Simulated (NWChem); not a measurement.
Molecule: InHBrF; SMILES [F][InH][Br]

```xyz
4

In    -0.3037    -0.8001     0.0000
H     -1.8095    -1.5915     0.0000
F      1.3705    -1.8071     0.0000
Br     0.1245     1.6303     0.0000
```
Atoms are numbered in this order, from 1.

Computed with NWChem. Medium grid unless said otherwise, to which SCAN and Minnesota functionals are sensitive. All runs use the structure optimised with PBE0/def2-SVP. def2 effective core potentials on In; no spin-orbit coupling.

For level M05-2X/def2-SVP:

```yaml
highest occupied level (eV): -9.79
orbital gap (eV): 8.64
dipole (D): 2.97
```

Estimate the same quantities for level PBE/def2-SVP.

highest occupied level (eV): -7.08
orbital gap (eV): 4.39
dipole (D): 2.52
